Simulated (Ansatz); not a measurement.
`[SiH3][N]([SiH3])[SnH3]`, 13 atoms. The species carries charge 0 and has multiplicity 1. Correlated methods include outer-core shells of Sn, which these sets cover unevenly. Sn: def2 effective core potential. All runs use 4 threads of an Arm Neoverse V1 on a shared host. Correlated methods freeze the cores.

Give the basis size and wall time and peak host memory of each of these runs in Ansatz. RKS PBE0-D4/def2-SVP energy; RKS PBE0-D4/def2-TZVP relaxation (6 steps); RKS ωB97M-V/def2-QZVPP energy; RKS PBE-D4/def2-TZVPP energy and forces; RKS PBE0-D4/def2-TZVPP energy; RHF-CCSD(T)/def2-TZVPP energy; RKS PBE0-D4/def2-QZVPP energy; RHF-MP2/def2-QZVPP energy; direct RPA on PBE orbitals/def2-TZVPP energy; RHF-CCSD(T)/def2-SVP energy; RKS ωB97M-V/def2-SVP energy; RKS PBE0-D4/def2-TZVP frequencies. (Best estimate.)

The calculation gave: Other jobs shared the machine, so times are rough.

```csv
level,job,functions,wall time,peak host memory (GiB)
RKS PBE0-D4/def2-SVP,energy,121,1.8 s,0.29
RKS PBE-D4/def2-TZVPP,energy and forces,291,4 s,0.45
RKS PBE0-D4/def2-TZVPP,energy,291,5.5 s,0.94
RKS ωB97M-V/def2-SVP,energy,121,8 s,0.45
direct RPA on PBE orbitals/def2-TZVPP,energy,291,8.5 s,0.84
RHF-CCSD(T)/def2-SVP,energy,121,11 s,0.69
RKS PBE0-D4/def2-QZVPP,energy,549,15 s,2.6
RKS PBE0-D4/def2-TZVP,relaxation (6 steps),209,34 s,0.65
RKS ωB97M-V/def2-QZVPP,energy,549,35 s,2.9
RHF-MP2/def2-QZVPP,energy,549,35 s,4.1
RKS PBE0-D4/def2-TZVP,frequencies,209,4.1 min,0.66
RHF-CCSD(T)/def2-TZVPP,energy,291,6.8 min,9.2
```
